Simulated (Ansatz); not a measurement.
Gas-phase electronic energies from Ansatz, PBE0-D4/def2-TZVP geometries. CCSD(T)/CBS is the MP2 limit (def2-TZVPP, def2-QZVPP) plus CCSD(T) − MP2 in def2-TZVPP, frozen cores. This one scheme is used for every species, atoms too. For atomizations the MP2-based limit and the directly extrapolated one differ by several kJ/mol either way, and by 10 to 25 for some Ge, Se and Sn compounds, so smaller differences from it don't rank the levels. DFT in def2-TZVPP. Open shells (•) are unrestricted, without spin–orbit coupling. Spin–orbit coupling would lower the free atoms: a little for C, Si; strongly for In. Elements past krypton have def2 core potentials. Bonds to In are less sure, by a few kJ/mol each and by 10 to 20 or more in all where they break to atoms, as the def2 sets lack core-valence functions. Each species was taken in one conformer, which may not be the lowest.

Consider the atomization: `N[CH]([SiH3])[InH2]` → C• + 8 H• + In• + N• + Si•.

`N[CH]([SiH3])[InH2]`:

Z-matrix (Å, degrees):
```
C
Si 1 1.870
In 1 2.202 2 109.6
N 1 1.463 2 110.7 3 -130.0
H 1 1.098 2 105.1 3 112.6
H 2 1.490 1 109.0 3 -51.4
H 2 1.489 1 113.3 3 -173.6
H 2 1.493 1 109.4 3 66.3
H 3 1.738 1 114.3 2 -115.0
H 3 1.730 1 124.8 2 67.3
H 4 1.012 1 111.2 2 59.8
H 4 1.012 1 112.1 2 178.9
```

```csv
level,ΔE (kJ/mol),difference from CCSD(T)/CBS
PBE-D4,3550.2,5.8
BLYP-D4,3506.7,-37.7
PBE0-D4,3510.9,-33.5
ωB97M-V,3549.3,4.9
PBE-QIDH,3486.9,-57.5
r2SCAN0,3476.6,-67.8
MP2/def2-SVP,3286.8,-257.6
CCSD/def2-SVP,3268.0,-276.4
HF/def2-TZVPP,2501.1,-1043.3
SCS-MP2/def2-TZVPP,3459.8,-84.6
CCSD(T)/CBS,3544.4,0
```

Largest T1 diagnostic among the species: 0.015.

From BLYP to BHLYP (50 % exact exchange), in def2-TZVPP and without D4, ΔE moves by −29.7 kJ/mol: exact exchange takes away binding that semilocal exchange gives to molecules. Leaving LDA and LC-ωPBE aside and taking each functional with its dispersion term where it has one, the values, not all of them listed here, spread over 108.4 kJ/mol, from BHLYP-D4 to ωB97X-V. LDA lies +485.3 kJ/mol from PBE without D4, its usual overbinding.
